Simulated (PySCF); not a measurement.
SMILES CC=C=C=C=C(C)SC, C₈H₁₀S

Geometry:
| atom | x (Å) | y (Å) | z (Å) |
| --- | --- | --- | --- |
| C1 | 3.535 | -1.159 | -1.144 |
| C2 | 2.845 | -0.166 | -0.261 |
| C3 | 1.573 | 0.175 | -0.342 |
| C4 | 0.334 | 0.501 | -0.431 |
| C5 | -0.901 | 0.832 | -0.516 |
| C6 | -2.177 | 1.173 | -0.605 |
| C7 | -2.680 | 2.299 | -1.463 |
| S8 | -3.458 | 0.336 | 0.272 |
| C9 | -2.535 | -0.922 | 1.166 |
| H10 | 3.953 | -1.987 | -0.547 |
| H11 | 4.383 | -0.689 | -1.669 |
| H12 | 2.850 | -1.579 | -1.893 |
| H13 | 3.458 | 0.311 | 0.518 |
| H14 | -3.368 | 1.918 | -2.235 |
| H15 | -3.236 | 3.031 | -0.855 |
| H16 | -1.844 | 2.811 | -1.956 |
| H17 | -2.021 | -1.599 | 0.470 |
| H18 | -3.273 | -1.487 | 1.752 |
| H19 | -1.801 | -0.462 | 1.842 |

Level of theory: TDDFT CAM-B3LYP/aug-cc-pVDZ circular dichroism and optical rotation, one conformer, IEF-PCM dichloromethane (non-equilibrium linear response, no local-field factor) in PySCF. Geometry: PBE0-D3(BJ)/def2-SVP.

No stereocentre is labelled: unless the shape is locked (an allene, a helicene, a hindered biaryl), the mirror image is equally populated and a measured rotation or CD is zero.

Draw the ECD and absorption spectra from the lowest 12 states, each a Gaussian of half-width 0.35 eV at 1/e height.


```tsv
E (eV)	λ (nm)	Δε (L mol⁻¹ cm⁻¹)	ε (L mol⁻¹ cm⁻¹)
2.76	449	0.00	0.18
2.91	426	-0.01	0.511
3.06	405	-0.02	1.01
3.21	386	-0.03	1.56
3.36	369	-0.02	4.3
3.51	353	0.00	32.2
3.66	339	+0.06	226
3.81	325	+0.15	1120
3.96	313	+0.28	3870
4.11	302	+0.42	9290
4.26	291	+0.58	15800
4.41	281	+1.00	20500
4.56	272	+2.59	26100
4.71	263	+6.86	41400
4.86	255	+13.65	67800
5.01	247	+18.75	87100
5.16	240	+17.11	79800
5.31	233	+9.63	51100
5.46	227	+2.52	23000
5.61	221	+0.04	7650
5.76	215	+1.65	2580
5.91	210	+4.58	2010
6.06	205	+6.24	2850
```
Δε uses R in velocity form, ε uses f in length form. Only the states computed contribute, so the short-wavelength end is incomplete.
